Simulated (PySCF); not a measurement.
Gas-phase reaction: SnBr2 + 2 Cl2 = SnCl4 + Br2

Computed with PySCF (xtb for GFN2) and rigid-rotor harmonic-oscillator thermochemistry at 1 bar. † marks an energy on the PBE0/def2-TZVP geometry and frequencies; other levels use their own. All species are closed-shell singlets. B3LYP is the form with VWN-RPA correlation. Sn: scalar-relativistic def2 core potential, no spin-orbit coupling. Br: all electrons, no relativistic terms. The harmonic model lacks anharmonicity and excited electronic states, which grow with temperature; levels with a mode under 35 cm⁻¹ are left out. Soft modes under 120 cm⁻¹ make the harmonic entropy rough for SnBr2, SnCl4.

ΔH° and ΔS° at 298 K: B3LYP/def2-TZVP† -295 kJ, -162 J/K; GFN2-xTB -90 kJ, -148 J/K; M06-2X/def2-TZVP† -355 kJ, -162 J/K; PBE/def2-SVP -324 kJ, -161 J/K; PBE0/def2-SVP† -352 kJ, -162 J/K.

Q: With the heat capacities included, give log10 K (1 bar) at 500, 800, 1000, 1200, 2500 K from B3LYP/def2-TZVP†, GFN2-xTB, M06-2X/def2-TZVP†, PBE/def2-SVP, PBE0/def2-SVP†.

A: 
```csv
T (K),B3LYP/def2-TZVP†,GFN2-xTB,M06-2X/def2-TZVP†,PBE/def2-SVP,PBE0/def2-SVP†
500,22.4,1.7,28.8,25.5,28.4
800,11.0,-1.6,15.0,13.0,14.8
1000,7.3,-2.7,10.4,8.8,10.3
1200,4.8,-3.4,7.4,6.1,7.3
2500,-1.5,-5.0,-0.2,-0.9,-0.3
```
